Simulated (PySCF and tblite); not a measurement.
Results of a calculation; reference values are marked as such.
Dynamics report: rotation

System: C5H8S2, numbered as in [CH3:1][S:2][S:3][C:4]1=[CH:5][CH2:6][CH2:7]1.

Motion: rotation about the S2–S3 bond (torsion C1–S2–S3–C4 from 86° to 274°, rising). The path came from a restrained scan, a climbing-image band and a saddle search at GFN2-xTB; energies are BP86/pcSseg-1 + D3(BJ)//GFN2-xTB, thermal terms GFN2-xTB. Rates follow Eyring's equation with the number of equivalent paths and no tunnelling. Run with tblite and PySCF.

```
 point  symmetry  E(GFN2) kcal/mol  E(DFT) kcal/mol  ZPE change kcal/mol  lowest mode cm⁻¹  dipole D
 start        C1               0.0              0.0                 0.00                48      1.91
saddle        Cs               4.0              6.4                -0.12               44i      0.68
   end        C1               0.0              0.0                 0.00                48      1.91
```

```
Electronic barrier                                      : 6.4 kcal/mol
Barrier with zero-point energy                          : 6.2 kcal/mol
ΔH‡ (298 K)                                             : 5.8 kcal/mol
ΔS‡ (298 K, symmetry apart)                             : -3.2 cal/(mol K)
Paths                                                   : 1 equivalent path
End point                                               : the same structure with atoms interchanged, or its mirror image
Mean lifetime of the start against this motion at 298 K : 14 ns
Cost                                                    : 71 s on 1 thread of Intel Xeon Platinum 8488C, shared host (rough), peak memory 0.69 GiB, launched as `OMP_NUM_THREADS=1 python ens_run.py task.json out`
```

```
T/K  ΔG‡ kcal/mol    k s⁻¹
150           6.4     1400
200           6.5  3.2×10⁵
250           6.6  8.5×10⁶
298           6.7  7.1×10⁷
350           6.9  3.7×10⁸
400           7.0  1.2×10⁹
500           7.3  6.5×10⁹
```

ΔG and ΔG‡ leave out symmetry numbers and mirror images; rates count paths: 1 out.
